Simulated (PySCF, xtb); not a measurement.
C₄H₁₂Mo, SMILES [CH3][Mo]([CH3])([CH3])[CH3], multiplicity 1.

Harmonic wavenumbers (cm⁻¹) from GFN2-xTB in xtb at its own minimum, in rising order: 79, 81, 102, 103, 103, 139, 152, 155, 156, 465, 465, 466, 470, 501, 501, 501, 551, 552, 593, 594, 595, 1274, 1274, 1274, 1279, 1461, 1461, 1462, 1468, 1468, 1468, 1470, 1470, 2843, 2844, 2844, 2845, 2847, 2864, 2864, 2864, 2865, 2881, 2882, 2883.

Problem. What does PySCF 2.14.0 with PBE-D3(BJ)/def2-SVP give at its own minimum? (An estimate is asked for; the answer gives what the named calculation found.)

Solution. 22, 99, 142, 142, 148, 222, 258, 264, 268, 268, 379, 379, 412, 571, 581, 581, 591, 641, 686, 686, 749, 1109, 1118, 1118, 1128, 1259, 1263, 1263, 1267, 1366, 1366, 1372, 1375, 2843, 2845, 2845, 2849, 2967, 2967, 2970, 2974, 2999, 3006, 3008, 3008. Paired by order, the mean absolute difference is 100 cm⁻¹ and the zero-point energies are 83.6 and 83.4 kcal/mol.
